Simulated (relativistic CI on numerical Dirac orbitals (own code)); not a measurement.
**Spin-allowed bands of a d3 ion in an octahedral site, by hand**

Problem. A d3 ion in an octahedral site has a 4A2 ground term and spin-allowed bands at ν1 = 20200 and ν2 = 25742 cm⁻¹ (from a computed ligand-field model). Find Δ and the Racah parameter B, and predict the third band.

Working.
1. The F term splits into A2 (−1.2Δ), T2 (−0.2Δ) and T1 (+0.6Δ), so ν1 = E(T2) − E(A2) = Δ = 20200 cm⁻¹.
2. T1(F) mixes with T1(P), which lies at 15B, through an element 0.4Δ. The two roots, counted from A2, are ν2,3 = ½(15B + 3Δ) ∓ ½√[(15B − Δ)² + 12BΔ].
3. Solving the lower root for B gives B = (2ν1² + ν2² − 3ν1ν2)/(15ν2 − 27ν1) = -81234636/-159270 = 510 cm⁻¹.
4. The sum of the roots is 15B + 3Δ, so ν3 = 15B + 3ν1 − ν2 = 42509 cm⁻¹ (235 nm).

Check. The bands were computed by exact diagonalisation of the d3 shell with B = 510 and Δ = 20200 cm⁻¹, which gives ν3 = 42508 cm⁻¹. C does not enter the terms of highest spin.
